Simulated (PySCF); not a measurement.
Molecule: `C(C(=O)O)B(F)F`, C2H3BF2O2.

Geometry (Å), atoms numbered from 1 in this order:
```xyz
10

O     1.2042   -1.4654   -0.8388
C     0.9319   -0.5164   -0.1540
O     1.7628    0.5186    0.0235
C    -0.3689   -0.3209    0.5644
B    -1.3736    0.5763   -0.2402
F    -0.9650    1.4393   -1.1456
F    -2.6705    0.5104   -0.0162
H     2.5501    0.3369   -0.5128
H    -0.8244   -1.2974    0.7747
H    -0.1979    0.1971    1.5240
```

Spin–spin couplings on one PBE0-D3(BJ)/def2-SVP geometry, PySCF 2.14.0 with density-fitted response routines, gas phase, non-relativistic, equivalent pairs averaged (spin–dipole term only in couplings to heteroatoms); isotopes ¹³C, ¹H, ¹⁷O, ¹¹B, ¹⁹F; basis pcJ-1.

How do the couplings (Hz) change with the functional? Times are CPU seconds on 1 thread of an Arm Neoverse V1, shared host.

## Answers


| functional | functions | ¹J(C4,H9) | ¹J(O3,H8) | ¹J(C4,B5) | ¹J(C2,C4) | ¹J(C2,O3) | ¹J(B5,F6) | ¹J(O1,C2) | core-s |
| --- | --- | --- | --- | --- | --- | --- | --- | --- | --- |
| HF | 219 | 154.3 | -112.0 | 98.9 | 88.4 | 15.7 | 8.9 | 2.6 | 20 |
| LDA | 219 | 100.0 | -61.2 | 58.0 | 44.2 | 35.9 | -173.7 | 34.7 | 17 |
| PBE | 219 | 119.2 | -63.0 | 69.8 | 54.1 | 36.4 | -172.3 | 34.6 | 23 |
| KT2 | 219 | 125.6 | -63.6 | 60.0 | 43.7 | 40.2 | -206.8 | 42.1 | 25 |
| PBE0 | 219 | 122.6 | -72.4 | 74.0 | 58.8 | 31.6 | -131.1 | 30.0 | 27 |
| B97-2 | 219 | 116.5 | -72.1 | 75.6 | 57.9 | 31.1 | -129.5 | 29.3 | 27 |
| BHandHLYP | 219 | 139.5 | -89.0 | 84.2 | 69.8 | 26.1 | -82.6 | 22.6 | 29 |
| CAM-B3LYP | 219 | 127.8 | -77.1 | 76.1 | 61.3 | 30.7 | -123.9 | 29.0 | 37 |
